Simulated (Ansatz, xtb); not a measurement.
Relative energy of two structures of CH2NSn+

We compare a, a singlet given by its coordinates, with b, `C#[N+][SnH]`, a singlet. Both are isolated ions in the gas phase, relaxed with r2SCAN-D4/def2-SVP.

a (Å):

```xyz
5

C     0.0689   -0.2290   -0.3753
N    -0.8845    0.0392    0.4362
Sn   -1.0833   -2.0907   -0.0894
H    -1.0774    0.9537    0.8742
H     0.8371    0.4761   -0.7360
```

Close contacts (Å): C1–N2 1.28, C1–Sn3 2.21, N2–Sn3 2.20, C1–H5 1.10, N2–H4 1.03.

b (Å):

```
atom    x (Å)    y (Å)    z (Å)
   C   0.5925  -1.7286  -0.7007
   N   0.4828  -0.6887  -0.2130
  Sn   0.3531   1.4736   0.6565
   H   0.6927  -2.7115  -1.1566
   H  -0.6520   0.7056   1.8929
```

Problem. Estimate E(b) − E(a) at the level CCSD(T)/def2-TZVPP.

Solution. Too close to call at this level: CCSD(T)/def2-TZVPP gives E(b) − E(a) = +0.85 kcal/mol.

How the difference moves with the method:

```tsv
level	geometry	E(b) − E(a) (kcal/mol)	departure from the last row (kcal/mol)	job, with rough time for the two
GFN2-xTB	GFN2-xTB	−7.52	−8.37	optimisation, 0.16 s
HF/STO-3G	GFN2-xTB	+5.58	+4.73	single point, 0.94 s
r2SCAN-D4/def2-SVP//GFN2-xTB	GFN2-xTB	+8.37	+7.52	single point, 3.7 s
r2SCAN-D4/def2-SVP	r2SCAN-D4/def2-SVP	+6.99	+6.14	optimisation, 32 s
HF/def2-TZVPP	r2SCAN-D4/def2-SVP	−5.19	−6.04	part of the CCSD(T) run
MP2/def2-TZVPP	r2SCAN-D4/def2-SVP	+0.70	−0.15	part of the CCSD(T) run
CCSD(T)/def2-TZVPP	r2SCAN-D4/def2-SVP	+0.85		single point, 72 s
```

The largest departure from CCSD(T)/def2-TZVPP is that of GFN2-xTB, 8.37 kcal/mol.

With harmonic frequencies from r2SCAN-D4/def2-SVP (ideal gas, rigid rotor, one conformer each, 298.15 K, 1 atm): the zero-point term adds −4.06 kcal/mol; ΔH is −2.39 and ΔG −3.90 kcal/mol.

The correlated steps freeze 6 core orbitals; the filled d shell of Sn is correlated, in a basis made for valence electrons. Atoms past krypton carry core potentials in the def2 sets, other sets are all-electron and non-relativistic, and no spin–orbit term is included. Programs: Ansatz 0.2.0, xtb 6.7.1; the last row on 1 thread of Arm Neoverse V1 on a shared host.
